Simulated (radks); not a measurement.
Question: Ba III, configuration [Xe]. Calculated with a radial shooting solver on a logarithmic mesh with Libxc functionals: Dirac Kohn-Sham, PBE, spin-unpolarised, spherical densities, point nucleus.

Spin-orbit splittings of the eigenvalues, e(l+1/2) - e(l-1/2), with zeta = 2 splitting/(2l+1) and mean radii in bohr:

| shell | occ. | splitting (eV) | zeta (eV) | <r> j=l-1/2 | <r> j=l+1/2 |
|---|---|---|---|---|---|
| 2p | 6 | 381.7 | 254.5 | 0.09193 | 0.09793 |
| 3p | 6 | 73.79 | 49.19 | 0.2815 | 0.2934 |
| 3d | 10 | 15.73 | 6.291 | 0.2644 | 0.2681 |
| 4p | 6 | 15.38 | 10.25 | 0.6969 | 0.7240 |
| 4d | 10 | ? | ? | 0.7945 | 0.8044 |
| 5p | 6 | 2.118 | 1.412 | 1.842 | 1.920 |

Estimate the 4d splitting.

Answer: 2.615 eV (zeta = 1.046 eV).
